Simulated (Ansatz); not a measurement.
Harmonic frequencies (cm⁻¹) at PBE0-D4/def2-TZVP from Ansatz: 85, 173, 304, 374, 420, 439, 536, 564, 637, 705, 779, 814, 853, 1328, 1939, 2200, 2990, 3150.

Question: Which molecule is it?
A. `[GeH3][CH]=[Se]`
B. `[Cl][Al]1[CH2][SiH2]1`
C. `C=C1CC1=O`
D. `Cl[SiH]1[CH2][AlH]1`

Answer: D.
